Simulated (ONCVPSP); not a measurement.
What one change does to a pseudopotential (arsenic, ONCV)

arsenic, optimised norm-conserving Vanderbilt (ONCV), made with ONCVPSP 4.0.1 (Wu-Cohen, non-relativistic). Core [Ar], reference 3d10 4s1 4p4. Waves: 4s: rc 1.65 bohr, ncon 4, nbas 8, qcut 4.5 1/bohr, 1 projector; 4p: rc 1.90 bohr, ncon 4, nbas 8, qcut 3.7 1/bohr, 3 projectors, debl 1.5 Ha; 3d: rc 0.85 bohr, ncon 4, nbas 8, qcut 17.6 1/bohr, local. Local part: the d channel. Core correction: Teter function, fcfact 3, rcfact 1.6.

All-electron outer shells of the reference configuration (Wu-Cohen, non-relativistic, ld1.x):

```
shell  level (eV)  outermost node (bohr)  outermost maximum (bohr)
   3s     -185.22                   0.25                      0.53
   3p     -133.72                   0.22                      0.52
   3d      -43.27                      –                      0.47
   4s      -14.90                   0.75                      1.63
   4p       -5.85                   0.78                      1.97
```

Change: core correction Teter function, fcfact 6.5, rcfact 1.6.

Cutoffs: the cutoffs (Ha) at which the residual kinetic energy of the hardest occupied pseudo-wave falls to 1 and 0.1 mHa per electron; they do not see the model core or the augmentation charge, which bear on the density cutoff. Errors are all-electron minus pseudo energies relative to the spin-unpolarised reference configuration.

Question: What does the change do?

Answer: The potential gets neither clearly harder nor softer (132 Ha and 146 Ha → 132 Ha and 146 Ha); both files keep a bound ghost (p, s); of the 3 tests that both files solve, the error grows in 1 and shrinks in 2 by more than 15 % and 0.3 meV (median size 0.9 → 1.3 meV). A model core, the more so a compact one, raises the density cutoff, which this test does not measure.

| quantity | base | changed |
| --- | --- | --- |
| cutoff, loose | 132 Ha | 132 Ha |
| cutoff, tight | 146 Ha | 146 Ha |
| bound ghosts | s, p | s, p |
| GHOST(+) flags under 300 eV | s at 35.1 eV | s at 35.1 eV |
| tests with a reliable result | 3 of 4 | 3 of 4 |
| error for 3d10 4s2 4p3, meV [ΔE -8.96 eV] | +2.6 | +2.2 |
| error for 3d10 4s2 4p2, meV [ΔE 0.24 eV] | +0.9 | +0.4 |
| error for 3d10 4s2 4p1, meV [ΔE 18.23 eV] | +0.7 | +1.3 |
| s: phases at 1.67 bohr within 0.05 rad from the reference energy up to (Ha; the scan ends near 5) | 0.8 | 0.8 |
| p: phases at 1.93 bohr within 0.05 rad from the reference energy up to (Ha; the scan ends near 5) | to the end of the scan | to the end of the scan |
| d: phases at 0.86 bohr within 0.05 rad from the reference energy up to (Ha; the scan ends near 5) | 3.2 | 3.2 |
| rms error of d²Exc/dni dnj with the model core, mHa | 2.02 | 1.31 |

 A true bound ghost makes a file unfit for plane-wave use even where its test errors are small: the radial tests pick states by their node count and pass the ghost by.
